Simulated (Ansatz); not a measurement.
`COCC[SiH3]` and `COC[SiH2]O` differ in one atom or group.

Ansatz, PBE0-D4/def2-TZVP geometries, multiplicity 1. Each molecule was computed in one conformer, which needn't be the lowest.

| property | `COCC[SiH3]` |
| --- | --- |
| HOMO energy (B3LYP/def2-TZVPP) / eV | -7.26 |
| HOMO–LUMO gap (ωB97M-V/def2-TZVPP) / eV | 12.12 |
| LUMO energy (PBE0/def2-TZVPP) / eV | 0.70 |
| HOMO energy (PBE0/def2-TZVPP) / eV | -7.49 |
| size of the dipole moment (PBE/def2-TZVPP) / D | 0.86 |
| LUMO energy (ωB97M-V/def2-TZVPP) / eV | 2.21 |

Q: What does the change do to each property? (An estimate is asked.)

A: Computed: 
| property | `COC[SiH2]O` | shift |
| --- | --- | --- |
| HOMO energy (B3LYP/def2-TZVPP) / eV | -7.08 | 0.18 |
| HOMO–LUMO gap (ωB97M-V/def2-TZVPP) / eV | 11.50 | -0.62 |
| LUMO energy (PBE0/def2-TZVPP) / eV | 0.23 | -0.47 |
| HOMO energy (PBE0/def2-TZVPP) / eV | -7.29 | 0.20 |
| size of the dipole moment (PBE/def2-TZVPP) / D | 1.86 | 1.00 |
| LUMO energy (ωB97M-V/def2-TZVPP) / eV | 1.88 | -0.33 |

With PBE0 the HOMO rises by 0.20 eV and the LUMO falls by 0.47 eV, so the gap narrows by about 0.67 eV. PBE moves the HOMO by 0.09 eV and ωB97M-V by 0.30 eV. The zero-point energy changes by -57.0 kJ/mol with -6 modes. Dipoles are sizes alone; their direction can turn.

Positive LUMOs are unbound, so they and the gaps depend on the basis.

B3LYP here is the variant with VWN-RPA as its local correlation; programs differ in this.
